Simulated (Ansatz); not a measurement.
Program: Ansatz. Geometries: PBE0-D4/def2-TZVP. ΔE: electronic, gas phase. CCSD(T)/CBS is the MP2 limit (def2-TZVPP, def2-QZVPP) plus CCSD(T) − MP2 in def2-TZVPP, frozen cores. This one scheme is used for every species. DFT in def2-TZVPP. HSE06 is defined as in plane-wave codes. For Ge outer-core shells are correlated without core-valence functions, which leaves a few kJ/mol of doubt a bond. Scalar relativity is left out up to krypton. One conformer a species, not always the lowest.

Consider the ligand exchange at a Ge–N bond: `[NH2][Ge][SH]` + HCl → `[SH][Ge][Cl]` + NH₃.

`[NH2][Ge][SH]`:

```xyz
6

N     0.779   -0.955    0.209
Ge    0.530    0.826    0.471
S    -1.460    0.908   -0.588
H     0.156   -1.588   -0.269
H     1.606   -1.415    0.554
H    -1.611    2.224   -0.377
```

HCl:

Cartesian coordinates in Å:
```
Cl 0.566 -0.288 0.073
H -0.566 0.288 -0.073
```

`[SH][Ge][Cl]`:

Z-matrix (Å, degrees):
```
S
Ge 1 2.239
H 1 1.344 2 96.1
Cl 2 2.198 1 99.3 3 0.0
```

NH₃:

Cartesian coordinates in Å:
```
N -0.080 0.232 -0.139
H 0.876 -0.026 -0.353
H -0.136 0.359 0.863
H -0.661 -0.565 -0.371
```

```
    level  ΔE (kJ/mol)
r2SCAN-D4        -55.8
      PBE        -60.4
  r2SCANh        -55.8
    HSE06        -58.4
```

What does CCSD(T)/CBS give? (Best estimate.)

Ansatz gave: -51.4 kJ/mol. The listed levels differ from it by -4.4, -9.0, -4.4, -7.0 kJ/mol.

Largest T1 diagnostic among the species: 0.014.

At CCSD(T), def2-SVP lies +6.7 kJ/mol from the extrapolated value and def2-TZVPP +4.0 kJ/mol. From BLYP to BHLYP (50 % exact exchange), in def2-TZVPP and without D4, ΔE moves by +4.8 kJ/mol. In def2-TZVPP, CCSD(T) changes the Hartree–Fock value by +9.1 kJ/mol (the triples alone add −0.5 kJ/mol) and MP2 by +9.0 kJ/mol.
